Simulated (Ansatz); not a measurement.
Basis-set extrapolation for CH4ClFO2Si, SMILES `OC(F)(Cl)O[SiH3]` (PBE0-D4/def2-TZVP geometry, frozen core, the Gaussian-basis code of Ansatz). Multiplicity 1, RHF reference.

```json
{"": "HF", "def2-TZVPP": "-1037.985027", "def2-QZVPP": "-1038.019980"}
{"": "MP2 correlation", "def2-TZVPP": "-1.195286", "def2-QZVPP": "-1.298333"}
{"": "CCSD(T) correlation", "def2-TZVPP": "-1.279235", "def2-QZVPP": "not run"}
```

Energies in hartree. Use E(X) = E(∞) + A·exp(−7.88·√X) for Hartree–Fock and E(X) = E(∞) + B·X^(−2.97) for correlation, with X = 3 and 4, and add CCSD(T) minus MP2 of the smaller set to the MP2 limit.

Problem. What is the CCSD(T) energy at the basis-set limit?

Solution. HF limit: -1038.019980 + (-0.034953) × 0.13774 = -1038.02479. MP2 limit: -1.298333 + (-0.103047) × 0.74074 = -1.37466. Higher-order term: -1.279235 − (-1.195286) = -0.08395. Total: -1039.48340 hartree, 137.5 kcal/mol below CCSD(T)/def2-TZVPP.
